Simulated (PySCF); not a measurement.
A geometry optimisation, step by step.

Species: TiI4 (singlet state).
Bonds: I1–Ti2, Ti2–I3, Ti2–I4, Ti2–I5.

Method: PBE0-D3(BJ)/def2-SVP geometry optimisation, gas phase, def2 core potentials past Kr in PySCF 2.14.0; density fitting, grid level 1; the optimiser is geomeTRIC in internal coordinates, started from a GFN2-xTB structure with every atom displaced at random (about 0.01 Å). The frame can shift and turn from step to step; on so coarse a grid that alone can change the energy by a few meV, and forces under 0.02 eV/Å are noise.

Step 0: E = -55517.8305 eV, largest atomic force 1.480 eV/Å
```
atom  x, y, z in Å  |  force x, y, z in eV/Å
I1      0.438   -2.039   -1.660   -0.240   1.065   0.864
Ti2    -0.004   -0.005   -0.006    0.228   0.018  -0.032
I3     -0.806    2.118   -1.378    0.410  -1.078   0.681
I4      2.275    0.567    1.275   -1.266  -0.315  -0.699
I5     -1.870   -0.675    1.731    0.869   0.309  -0.815
```

Step 1: E = -55518.1983 eV, largest atomic force 0.423 eV/Å
```
atom  x, y, z in Å  |  force x, y, z in eV/Å
I1      0.366   -1.961   -1.614    0.010   0.294   0.232
Ti2     0.043    0.000   -0.012   -0.056  -0.009   0.024
I3     -0.729    2.040   -1.335    0.156  -0.280   0.178
I4      2.172    0.512    1.317   -0.330  -0.084  -0.251
I5     -1.819   -0.625    1.607    0.220   0.079  -0.184
```

Step 2: E = -55518.2046 eV, largest atomic force 0.428 eV/Å
```
atom  x, y, z in Å  |  force x, y, z in eV/Å
I1      0.376   -1.914   -1.575    0.097  -0.278  -0.233
Ti2     0.034   -0.002   -0.009   -0.169  -0.035   0.036
I3     -0.698    1.998   -1.311   -0.075   0.293  -0.194
I4      2.116    0.497    1.272    0.372   0.087   0.193
I5     -1.795   -0.613    1.585   -0.226  -0.068   0.198
```

Step 3: E = -55518.2247 eV, largest atomic force 0.065 eV/Å
```
atom  x, y, z in Å  |  force x, y, z in eV/Å
I1      0.385   -1.935   -1.591    0.033   0.013   0.012
Ti2     0.028   -0.003   -0.007   -0.058  -0.016   0.024
I3     -0.703    2.019   -1.326    0.025  -0.001  -0.003
I4      2.141    0.504    1.285   -0.005  -0.004  -0.028
I5     -1.817   -0.618    1.601    0.005   0.007  -0.005
```

Step 4: E = -55518.2257 eV, largest atomic force 0.045 eV/Å
```
atom  x, y, z in Å  |  force x, y, z in eV/Å
I1      0.396   -1.933   -1.587    0.023   0.005   0.008
Ti2     0.022   -0.005   -0.004   -0.043  -0.006   0.009
I3     -0.697    2.019   -1.329    0.015  -0.004  -0.002
I4      2.137    0.503    1.279    0.004   0.000  -0.011
I5     -1.824   -0.618    1.603    0.002   0.005  -0.005
```

Step 5: E = -55518.2262 eV, largest atomic force 0.020 eV/Å
```
atom  x, y, z in Å  |  force x, y, z in eV/Å
I1      0.417   -1.933   -1.577    0.004  -0.006   0.003
Ti2     0.010   -0.007   -0.001    0.019   0.000   0.006
I3     -0.686    2.016   -1.336   -0.006   0.004  -0.010
I4      2.132    0.505    1.271   -0.010   0.001   0.002
I5     -1.838   -0.614    1.605   -0.007   0.000   0.000
```

Step 6: E = -55518.2263 eV, largest atomic force under 0.02 eV/Å
```
atom  x, y, z in Å  |  force x, y, z in eV/Å
I1      0.422   -1.936   -1.572    0.001  -0.003   0.004
Ti2     0.009   -0.007   -0.001    0.001   0.005  -0.009
I3     -0.685    2.015   -1.341   -0.002  -0.008  -0.002
I4      2.128    0.507    1.272    0.001   0.006   0.011
I5     -1.841   -0.613    1.603   -0.002   0.001  -0.004
```

Problem. Summarise the path.

Solution. The energy falls by 0.3958 eV from step 0 to step 6; nine tenths of that is first reached at step 1. It falls at every step. The largest force goes from 1.480 to under 0.02 eV/Å. Among the bonds Ti2–I4 changes most, from 2.677 to 2.525 Å; the atoms move by 0.119 Å rms after alignment.

Problem. Follow the three bonds and two angles with the largest change from start to end.

Solution. 
| step | E above end (eV) | largest force (eV/Å) | Ti2–I4 (Å) | I1–Ti2 (Å) | Ti2–I3 (Å) | I1–Ti2–I3 (°) | I1–Ti2–I4 (°) |
| --- | --- | --- | --- | --- | --- | --- | --- |
| 0 | 0.3958 | 1.480 | 2.677 | 2.659 | 2.652 | 109.9 | 108.6 |
| 1 | 0.0279 | 0.423 | 2.561 | 2.552 | 2.551 | 109.1 | 112.0 |
| 2 | 0.0217 | 0.428 | 2.494 | 2.496 | 2.496 | 109.1 | 111.2 |
| 3 | 0.0016 | 0.065 | 2.527 | 2.523 | 2.523 | 109.0 | 110.9 |
| 4 | 0.0005 | 0.045 | 2.526 | 2.523 | 2.523 | 109.0 | 110.4 |
| 5 | 0.0000 | 0.020 | 2.526 | 2.522 | 2.521 | 109.1 | 109.5 |
| 6 | 0.0000 | under 0.02 | 2.525 | 2.522 | 2.523 | 109.1 | 109.4 |

What follows is the cost of the whole optimisation. On an Arm Neoverse V1 with 2 threads, no GPU, on a shared host, this took 94 s wall, 2.4 min CPU and 0.67 GiB of memory at its peak.
